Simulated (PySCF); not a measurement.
Compound: C₄H₅ClO₂Si.
InChI=1S/C4H5ClO2Si/c5-8-3-1-2-7-4(3)6/h1H,2,8H2

Theory: PySCF, TDDFT PBE0/def2-SVPD, vertical, gas phase, core orbitals frozen in the response. Isolated species at its GFN2-xTB geometry (one conformer only). Torsions of this conformer, `[O:1]=[C:2]1[O:3][CH2:4][CH:5]=[C:6]1[SiH2:7][Cl:8]`: C5–C6–Si7–Cl8 0°.

Problem. What does the calculation give for the low-lying excited states?

Solution. 

```csv
state,λ (nm),E (eV),f,symmetry,"main configurations (H = HOMO, L = LUMO)"
S1,256.9,4.83,0.0003,–,H→L (96%)
S2,202.8,6.11,0.200,A′,H-1→L (81%)
S3,195.5,6.34,0.0011,–,H-3→L (93%)
S4,192.5,6.44,0.036,A′,H-2→L (91%)
S5,181.9,6.82,0.053,A′,"H-4→L (88%), H-1→L (8%)"
S6,171.8,7.22,0.0003,–,"H→L+1 (49%), H→L+4 (40%)"
S7,171.7,7.22,0.0003,–,"H→L+4 (47%), H→L+1 (42%)"
S8,167.2,7.41,0.0019,–,H-1→L+1 (89%)
```

Triplets, Tamm–Dancoff:

```json
{"state": "T1", "E (eV)": "4.00", "λ (nm)": "310.2", "main configurations (H = HOMO, L = LUMO)": "H-1→L (83%), H-4→L (11%)"}
{"state": "T2", "E (eV)": "4.45", "λ (nm)": "278.7", "main configurations (H = HOMO, L = LUMO)": "H→L (92%)"}
{"state": "T3", "E (eV)": "5.29", "λ (nm)": "234.2", "main configurations (H = HOMO, L = LUMO)": "H-2→L (40%), H-4→L (37%), H-1→L (10%)"}
```

The lowest singlet lies at 4.83 eV (257 nm, ultraviolet) and is dark (f under 0.0005); its leading configuration is HOMO→LUMO (96%). The most intense listed level is S2 at 6.11 eV (203 nm, f = 0.200), 1.29 eV above S1. S6/S7 lie within about 0.01 eV of each other. Löwdin shares by element: HOMO oxygen 72%, carbon 20% or more; LUMO carbon 65% or more, oxygen 10% or more (atoms not listed hold the other 24%). The listed states span 2.59 eV, and the widest gap between neighbours is 1.29 eV (S1 to S2). Of the 8 states listed, 3 reach f = 0.01 and 3 stay under 0.0005. Weighted by f, the mean energy of these states is 6.29 eV. No computed singlet lies in the visible range (380 to 750 nm); the lowest, at 257 nm, stands 1.56 eV above its violet end (3.26 eV). Symmetry labels in Cs follow from the direction of the transition dipole and are given only for states with f of 0.002 or more. The window holds the lowest 8 singlets.

Time: 36 s wall; peak memory 0.85 GiB. Hardware: an Arm Neoverse V1 with one thread, on a shared host.
